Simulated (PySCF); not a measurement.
Isomers of C3H12AsGa, from PBE0-D3(BJ)/def2-SVP geometry optimisation, gas phase in PySCF 2.14.0. One conformer each, no zero-point energy, no frequencies.

**Question.** Which is lowest in electronic energy at this level?
A. `[CH3:1][CH:2]([CH3:3])[AsH2+:4][GaH3-:5]` with C1–C2–As4–Ga5 179°: A = 3997, B = 872.0, C = 755.8 MHz, dipole 4.92 D
B. `[CH3:1][CH:2]([CH3:3])[GaH2-:4][AsH3+:5]` with C1–C2–Ga4–As5 -64°: A = 2313, B = 1101, C = 910.2 MHz, dipole 3.17 D
C. `[CH3:1][CH2:2][CH2:3][GaH2-:4][AsH3+:5]` with C1–C2–C3–Ga4 -62°, C2–C3–Ga4–As5 82°: A = 2200, B = 1110, C = 798.9 MHz, dipole 3.22 D

**Answer.** A. That is `CC(C)[AsH2+][GaH3-]`, 2.6 kcal/mol below the next.

| SMILES | mapped SMILES | E (Eh) | relative (kcal/mol) | relative (kJ/mol) | dipole (D) |
| --- | --- | --- | --- | --- | --- |
| CC(C)[AsH2+][GaH3-] | [CH3:1][CH:2]([CH3:3])[AsH2+:4][GaH3-:5] | -4280.97083 | 0.0 | 0.0 | 4.92 |
| CC[CH2][GaH2-][AsH3+] | [CH3:1][CH2:2][CH2:3][GaH2-:4][AsH3+:5] | -4280.96669 | 2.6 | 10.9 | 3.22 |
| C[CH](C)[GaH2-][AsH3+] | [CH3:1][CH:2]([CH3:3])[GaH2-:4][AsH3+:5] | -4280.96496 | 3.7 | 15.4 | 3.17 |
